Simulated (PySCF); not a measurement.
# Distorted geometries of [PbF3]+

[PbF3]+ (singlet). PySCF 2.14.0, RKS TPSS, Pb def2-SVP with ECP60, F def2-SVP; non-relativistic Hamiltonian with scalar-relativistic core potentials where named; density fitting; no spin-orbit coupling. Relaxed geometry:

```xyz
4

Pb   -0.0580    0.0001   -0.0115
F     1.9475   -0.0020   -0.0106
F    -0.9430    1.7951   -0.0118
F    -0.9464   -1.7933   -0.0118
```

Question: Order these distorted geometries by energy above the relaxed one, lowest first.
A.
```xyz
4

Pb   -0.1214    0.0058   -0.0521
F     1.9201    0.0079   -0.0401
F    -0.9464    1.6459    0.0309
F    -0.8522   -1.6596    0.0155
```
B.
```xyz
4

Pb   -0.0972   -0.1082   -0.0870
F     1.9548   -0.0045    0.0289
F    -0.8734    1.9002   -0.0140
F    -0.9841   -1.7875    0.0264
```
C.
```xyz
4

Pb    0.0711   -0.0275    0.0795
F     1.8892   -0.0777    0.0034
F    -1.1412    1.9754   -0.0782
F    -0.8191   -1.8702   -0.0504
```

Answer: B (0.36 eV), A (0.91 eV), C (1.30 eV).

Question: Which forces (eV/Å) act in the one that lies 0.36 eV up?

Answer: 
```
Pb   1.55  4.64  0.18
F   -0.94 -0.04 -0.10
F    0.75 -2.12 -0.18
F   -1.37 -2.48  0.11
```
Forces carry noise of the integration grid, about 0.01 to 0.03 eV/Å.

No frequency check is given that shows the relaxed geometry to be a minimum.
